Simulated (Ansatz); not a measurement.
System: sum formula SnOF2, net charge 0, singlet state. SMILES: [O]=[Sn]([F])[F]
Structure (B3LYP-D3(BJ)/def2-TZVP (Ansatz, an electronic-structure program) minimum search):
```
Sn
O 1 1.8251
F 1 1.9083 2 131.13
F 1 1.9083 2 131.13 3 -180.00
```

Parts of the frozen-core correlation energy in def2-TZVPP (Ansatz, hartree). Frozen orbitals: 12; correlated occupied orbitals by spin: 12 and 12; virtual: 119 and 119. No spin-orbit coupling. In def2 rows, elements after Kr have scalar-relativistic effective core potentials.

```csv
term,value
reference (HF),-487.19305
MP2 opposite-spin,-0.63200
MP2 same-spin,-0.22919
CCSD correlation,-0.84587
(T),-0.03359
T1 diagnostic,0.024
largest doubles amplitude,0.073
```
